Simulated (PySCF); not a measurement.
Compound: C5H11NO2Si.
Atom-mapped SMILES: `[CH3:1][C@@H:2]1[CH2:3][NH:4][SiH2:5][C@H:6]1[O:7][CH:8]=[O:9]`

NICS = −σ at a ghost point: NICS(0) at the centroid of the ring atoms, NICS(1) 1 Å to either side along the normal of their mean plane, zz for the tensor component along that normal. Level: GIAO PBE0/pcSseg-1 (PySCF, non-relativistic, gas phase) on the GFN2-xTB geometry, one conformer.

Ring bond lengths (Å), with Mayer bond orders in brackets: C2–C3 1.531 (0.99), C3–N4 1.446 (0.98), N4–Si5 1.726 (0.97), Si5–C6 1.920 (0.83), C6–C2 1.523 (0.97).

Q: Give the NICS values of each ring in ppm.

A: 
```
           ring                                                    type  NICS(0)  NICS(1), two faces  NICS(1)zz, two faces  rms pucker (Å)  centre to ring atoms, mean (Å)
C2–C3–N4–Si5–C6  5-membered ring with N and Si; formal bonds all single     -6.3         -3.5 / -3.1           -2.1 / -0.7            0.17                            1.36
```

Q: What can be read from them?

A: 
- C2–C3–N4–Si5–C6: mean NICS(1)zz -1.4 ppm, near zero. C2, C3, Si5, C6 have four or more neighbours, and the NICS criterion for π rings isn't applied.

Q: At the first NICS(1) probe listed for ring C2–C3–N4–Si5–C6, 1 Å off the ring, how large is the induced field along the normal in 7.05 T applied along it?

A: NICSzz × B0 = -2.1 ppm × 7.05 T = -15 μT, against the applied field.

Q: Give the inner angles of the rings and the Hirshfeld charges of the ring atoms.

A: 
- C2–C3–N4–Si5–C6: C2 105.6° (-0.031 e), C3 106.6° (-0.025 e), N4 116.4° (-0.258 e), Si5 89.3° (+0.322 e), C6 105.9° (-0.041 e); sum 523.8° against 540° for a flat convex ring.

Q: How shielded are the nuclei of the rings and their hydrogens (means over atoms taken as equivalent)?

A: 
| atoms | environment | σ isotropic (ppm) | principal values of the symmetric part, first atom (ppm) |
| --- | --- | --- | --- |
| C2 | sp3 CH carbon | 145.5 | 134.3, 148.3, 153.8 |
| C3 | sp3 carbon bound to nitrogen | 133.3 | 108.2, 127.3, 164.4 |
| N4 | silicon-bound nitrogen | 233.5 | 194.3, 223.8, 282.4 |
| Si5 | SiH2 silicon | 395.6 | 374.1, 391.9, 421.0 |
| C6 | sp3 carbon bound to oxygen | 112.4 | 87.1, 102.2, 147.7 |
| H on C2 | methine hydrogen | 29.64 | 26.6, 28.0, 34.3 |
| H on C3 | methylene hydrogen | 28.27 | 23.2, 27.7, 33.9 |
| H on C3 | methylene hydrogen | 28.85 | 23.7, 28.5, 34.4 |
| H on N4 | N–H hydrogen | 31.81 | 22.4, 29.3, 43.8 |
| H on Si5 | Si–H hydrogen | 26.55 | 22.5, 24.8, 32.4 |
| H on Si5 | Si–H hydrogen | 26.70 | 21.9, 26.3, 32.0 |
| H on C6 | methine hydrogen | 28.40 | 25.9, 28.1, 31.2 |
